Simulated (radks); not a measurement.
The numbers below are computed, except where a source is named.
Task: Isoelectronic series with 1 electrons, all held in the configuration 1s1, which need not be the ground one along the series. Code: a radial shooting solver on a logarithmic mesh with Libxc functionals. Model: non-relativistic Kohn-Sham, BLYP, spin-polarised, spherical densities, point nucleus; open shells are filled with parallel spins first. Total energies (hartree) and mean radii <r> (bohr):

ion,E (hartree),1s up
H,-0.49791,1.540
Li2+,-4.49238,0.5039
Be3+,-7.98963,0.3772
B4+,-12.48688,0.3014
C5+,-17.98413,0.2510
N6+,-24.48139,0.2150
O7+,-31.97864,0.1880
F8+,-40.47589,0.1671
Ne9+,-49.97315,0.1503
Mg11+,-71.96766,0.1252
Al12+,-84.46491,0.1156
Si13+,-97.96217,0.1073
P14+,-112.45942,0.1001
S15+,-127.95668,0.09388
Cl16+,-144.45394,0.08835
Ar17+,-161.95119,0.08344
K18+,-180.44845,0.07904
Ca19+,-199.94570,0.07508

Estimate the row of He+.

Result: E (hartree) -1.99513; 1s up 0.7590.
